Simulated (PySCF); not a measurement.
Isomers of C6H13NOSi, one GFN2-xTB conformer each. Single-point energies are computed at PBE0/pcSseg-1 (PySCF, gas phase, no added dispersion term), electronic only.

**Question.** Rank them by PBE0/pcSseg-1 energy, lowest first (kJ/mol).
A. `[CH3:1][C:2](=[O:3])[C@H:4]1[CH2:5][CH2:6][N:7]([SiH3:8])[CH2:9]1` with C1–C2–C4–C5 166°, C2–C4–C5–C6 110°, C4–C5–C6–N7 30°, C5–C6–N7–Si8 160°, C6–N7–C9–C4 37°
B. `[O:1]=[C:2]1[CH2:3][CH2:4][CH:5]([NH:6][SiH3:7])[CH2:8][CH2:9]1` with C4–C5–N6–Si7 -52°, O1–C2–C3–C4 -128°, C2–C3–C4–C5 -55°, C3–C4–C5–N6 -63°, C4–C5–C8–C9 -59°
C. `[CH3:1][CH2:2][C:3]([C:4]#[N:5])([CH2:6][CH3:7])[O:8][SiH3:9]` with C1–C2–C3–C4 -62°, C2–C3–C6–C7 178°, C2–C3–O8–Si9 55°
D. `[CH2:1]=[CH:2]/[C:3]([CH3:4])=[N:5]\[C@H:6]([SiH3:7])[CH2:8][OH:9]` with C1–C2–C3–C4 -6°, C3–N5–C6–Si7 -87°, N5–C6–C8–O9 -64°, C6–C8–O9–H 54°
E. `[CH2:1]=[CH:2][CH2:3][SiH2:4][N:5]([CH3:6])[C:7]([CH3:8])=[O:9]` with C1–C2–C3–Si4 102°, C2–C3–Si4–N5 47°, C3–Si4–N5–C6 -109°, Si4–N5–C7–C8 179°

**Answer.** B (0.0), E (3.3), A (35.7), C (46.3), D (194.9).

As drawn, the lowest has a C=O bond and an N–H bond, which the highest lacks; the highest has a C=N bond, an O–H bond and an Si–C bond, which the lowest lacks. Neighbours about 10 kJ/mol apart or less (O=C1CCC(N[SiH3])CC1 and C=CC[SiH2]N(C)C(C)=O) can change places with a better method, another conformer or zero-point energy. GFN2-xTB itself gives, in the same order: 0.0, 63.7, 7.7, 19.7, 234.0. Both levels put the same isomer lowest; measured from each level's own lowest isomer, the values differ by up to 60.4 kJ/mol (C=CC[SiH2]N(C)C(C)=O: 63.7 against 3.3).

**Question.** Which frontier levels, dipoles and rotational constants go with these structures?

**Answer.** 
```json
{"SMILES": "O=C1CCC(N[SiH3])CC1", "HOMO (eV, PBE0/pcSseg-1)": "-6.93", "LUMO (eV)": "-0.37", "dipole (D)": "3.47", "A, B, C (MHz)": "2672, 844.1, 764.4"}
{"SMILES": "C=CC[SiH2]N(C)C(C)=O", "HOMO (eV, PBE0/pcSseg-1)": "-6.98", "LUMO (eV)": "0.27", "dipole (D)": "3.25", "A, B, C (MHz)": "2068, 874.8, 822.4"}
{"SMILES": "CC(=O)[C@H]1CCN([SiH3])C1", "HOMO (eV, PBE0/pcSseg-1)": "-6.48", "LUMO (eV)": "-0.37", "dipole (D)": "2.28", "A, B, C (MHz)": "3000, 750.2, 661.6"}
{"SMILES": "CCC(C#N)(CC)O[SiH3]", "HOMO (eV, PBE0/pcSseg-1)": "-8.55", "LUMO (eV)": "0.09", "dipole (D)": "3.30", "A, B, C (MHz)": "1469, 1091, 941.1"}
{"SMILES": "C=C/C(C)=N\\[C@H]([SiH3])CO", "HOMO (eV, PBE0/pcSseg-1)": "-7.05", "LUMO (eV)": "-1.53", "dipole (D)": "2.91", "A, B, C (MHz)": "1664, 866.6, 686.3"}
```
